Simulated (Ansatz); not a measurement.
System: sum formula SiH₂F, net charge 0, doublet state. It need not be the lowest isomer of its formula. SMILES: F[SiH2]
Coordinates optimised at B3LYP-D3(BJ)/def2-TZVP (Ansatz, a program for electronic structure):
```
Si
F 1 1.6108
H 1 1.4871 2 107.72
H 1 1.4871 3 111.30 2 -117.87
```
Charge 0, spin multiplicity 2.

Computed values are from Ansatz. Correlated levels leave the core frozen unless marked. Open shells are spin-unrestricted. No spin-orbit coupling. Non-relativistic. Basis-set limits of correlation are two-point, X^-3; Hartree-Fock from the larger set (for Q and 5 zeta extrapolated as (X+1)exp(-9√X)).

- atomisation energy De = 283.8 kcal/mol at CCSD(T)/CBS(cc-pV(Q+d)Z,cc-pV(5+d)Z)
- total energy = -390.0618 Eh at CCSD(T)/CBS(cc-pV(Q+d)Z,cc-pV(5+d)Z)
- dipole moment = 1.27 D at CCSD(T)/aug-cc-pV(D+d)Z
- T1 diagnostic = 0.014 at CCSD/cc-pV(5+d)Z
